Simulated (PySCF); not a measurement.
`C[C@@H]1CC[P@]1(C)=O`, C₅H₁₁OP

Geometry:
```csv
atom,x (Å),y (Å),z (Å)
C1,-1.536,1.345,0.734
C2,-0.698,0.608,-0.295
C3,-1.045,-0.892,-0.416
C4,0.042,-1.460,0.517
P5,0.961,0.148,0.426
C6,2.176,0.032,-0.940
O7,1.477,0.795,1.636
H8,-1.139,2.347,0.889
H9,-1.499,0.822,1.688
H10,-2.573,1.424,0.412
H11,-0.707,1.144,-1.246
H12,-2.062,-1.128,-0.105
H13,-0.909,-1.246,-1.438
H14,-0.321,-1.624,1.531
H15,0.534,-2.366,0.171
H16,3.031,-0.535,-0.575
H17,1.754,-0.447,-1.817
H18,2.504,1.041,-1.182
```

Method: PySCF, TDDFT PBE0/def2-SVPD circular dichroism and optical rotation, one conformer, gas phase. Geometry: GFN2-xTB.

States above about 7.5 eV (minus the energy of the highest occupied orbital) lie near or above the ionisation threshold and depend on the basis.

(1) Draw the ECD and absorption spectra from the lowest 8 states, each a Gaussian of half-width 0.35 eV at 1/e height.

## Answers

(1) 
```tsv
E (eV)	λ (nm)	Δε (L mol⁻¹ cm⁻¹)	ε (L mol⁻¹ cm⁻¹)
6.34	196	+0.30	199
6.44	193	+0.70	436
6.54	190	+1.39	815
6.64	187	+2.33	1310
6.74	184	+3.31	1800
6.84	181	+3.97	2190
6.94	179	+3.97	2410
7.04	176	+3.19	2550
7.14	174	+1.67	2770
7.24	171	-0.38	3160
7.34	169	-2.57	3620
7.44	167	-4.23	3910
7.54	164	-4.64	3830
```
Δε uses R in velocity form, ε uses f in length form. Only the states computed contribute, so the short-wavelength end is incomplete.
